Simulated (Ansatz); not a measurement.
System: sum formula SiHF2, charge -1, multiplicity 1. It need not be the lowest isomer of its formula. Whether it binds its extra electron was not tested at this geometry. 
Coordinates optimised at B3LYP-D3(BJ)/def2-TZVP (Ansatz, a first-principles code):
```
Si
F 1 1.6939
F 1 1.6939 2 97.69
H 1 1.5773 2 95.35 3 96.15
```
Charge -1, spin multiplicity 1.

Parts of the frozen-core correlation energy in STO-3G (Ansatz, hartree). Frozen orbitals: 7; correlated occupied orbitals by spin: 10 and 10; virtual: 3 and 3. Spin-orbit coupling is left out. No relativistic terms.

| term | value |
|---|---|
| reference (HF) | -482.08904 |
| MP2 opposite-spin | -0.04736 |
| MP2 same-spin | -0.00519 |
| CCSD correlation | -0.06896 |
| (T) | -0.00234 |
| FCI minus CCSD(T) | -0.00043 |
| T1 diagnostic | 0.010 |
| largest doubles amplitude | 0.066 |
